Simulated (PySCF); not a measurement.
Name the molecule from its bond curve

A diatomic of charge -1 contains Sn. Its triplet curve at r²SCAN in a double-zeta basis (scalar-relativistic core potentials, PySCF), in eV from the separated fragments:

R (Å), E (eV) and a bar:
```
    1.825     -2.056 ##############################
    1.910     -2.576 #############
    1.995     -2.865 ####
    2.058     -2.968 #
    2.122     -2.999 
    2.186     -2.973 #
    2.271     -2.877 ####
    2.377     -2.691 ##########
    2.504     -2.421 ##################
    2.674     -2.047 ##############################
```

The fit gives ωe = 608 cm⁻¹ and the rotational constant Bₑ = 0.3713 cm⁻¹.

Question: Which atom is the partner?

Answer: The minimum lies at 2.122 Å, so the reduced mass is 16.8576 u Å² cm⁻¹/(Bₑ·Re²) = 10.08 u. With Sn at 119.90 u the partner weighs about 11.0 u: B. The molecule is SnB⁻.

Spin–orbit coupling is left out. The highest Kohn–Sham level is positive in this anion. Much of that is self-interaction error, but it also means that the finite basis helps to hold the extra electron. The state is the lowest determinant that a PBE0 search found; another state may lie lower at other levels.
